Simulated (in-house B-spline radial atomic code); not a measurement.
Atomic self-consistent-field run: P⁻. Level of theory: non-relativistic LC-wPBE, spin-polarised, spherical fractional occupations, exact exchange averaged over the configuration, point nucleus; calculated with a B-spline radial code for spherical atoms.

Command:
```bash
python run_scf.py task.json out
```
Settings:
```
Z                15
configuration    [Ne] 3s2 3p4
hamiltonian      nr
method           lc_wpbe
spin_polarised   True
exact_exchange   averaged over the configuration
```

Output (hartree, bohr):
```
 radial grid: 54 intervals, B-splines of order 8, outer radius 50 bohr

 iter        energy (Eh)    residual
    1        -339.980709    2.26e-01
    2        -340.768057    9.46e-02
    3        -341.166324    2.01e-02
    4        -341.191404    5.77e-03
    5        -341.192827    2.46e-03
    6        -341.193502    5.14e-04
    7        -341.193583    2.52e-04
    8        -341.193605    1.16e-04
    9        -341.193609    4.19e-05
   10        -341.193609    5.37e-06
   11        -341.193609    1.08e-06
   12        -341.193609    5.62e-08

 total energy                      -341.19361
 kinetic                             340.6757
 electron-nucleus                   -816.5062
 Hartree                             157.7299
 exact exchange                       -3.0768
 exchange-correlation                -20.0162

 orbital      occ     eigenvalue          <r>       <r^2>       <1/r>       <r^4>     <1/r^3>       r_max
 1s up      1.000       -76.2820     0.103972   0.0145399     14.5653  0.00054575           -     0.06802
 1s down    1.000       -76.2759     0.103966   0.0145381      14.566 0.000545599           -     0.06801
 2s up      1.000        -6.2808     0.521835     0.32473     2.80559    0.193684           -      0.4204
 2s down    1.000        -6.2742     0.521648    0.324329     2.80541    0.192567           -      0.4205
 2p up      3.000        -4.4889     0.485966    0.296502     2.70466    0.193108     62.7017      0.3549
 2p down    3.000        -4.4801     0.485967    0.296365     2.70392    0.192533     62.6485      0.3551
 3s up      1.000        -0.4560      2.01133     4.78653    0.683222      42.554           -       1.611
 3s down    1.000        -0.3563      1.99194     4.70503    0.693148     41.5758           -       1.594
 3p up      3.000        -0.0980      2.60033      8.3941    0.531781     158.173     3.14413       1.893
 3p down    1.000        -0.0409      2.91112     11.1148    0.493946     350.371     2.76656       1.927

 Slater integrals (Eh)
   F0(3s up,3s up)               0.451086
   F0(3s up,3s down)             0.453342
   F0(3s up,3p up)               0.394324
   G1(3s up,3p up)               0.249792
   F0(3s up,3p down)             0.373042
   F0(3s down,3s down)           0.455643
   F0(3s down,3p up)             0.395823
   F0(3s down,3p down)           0.374365
   G1(3s down,3p down)           0.226711
   F0(3p up,3p up)               0.353051
   F2(3p up,3p up)               0.170741
   F0(3p up,3p down)             0.336143
   F2(3p up,3p down)             0.159464
   F0(3p down,3p down)           0.320757
   F2(3p down,3p down)           0.149870
```

Cost of the run: 0.78 s on 1 thread of Arm Neoverse V1 (shared host).
